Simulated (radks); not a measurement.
Problem. These are the eigenvalues of the occupied orbitals of an atom or ion with whole-number occupations (hartree). All-electron calculation, non-relativistic Kohn-Sham, LDA (Slater exchange, Perdew-Wang correlation), spin-unpolarised, spherical densities, point nucleus. Program: a radial shooting solver on a logarithmic mesh with Libxc functionals.

orbital  eigenvalue
1s        -1846.272
2s        -388.1252
2p        -376.2425
3s        -155.0170
3p        -150.5375

Which element is it, and in what charge state? The configuration may be excited.

Solution. Z = 64, gadolinium, charge +48: Gd48+ in [Ne] 3s2 3p4. The list shows which subshells hold electrons but not how many an open one holds; the 1s level, -1846.3 hartree, gives Z - s = 60.8 by -(Z - s)^2/2, which with screening narrows Z to a few neighbours, and the depths of the outer levels then fix element, charge and occupations together.
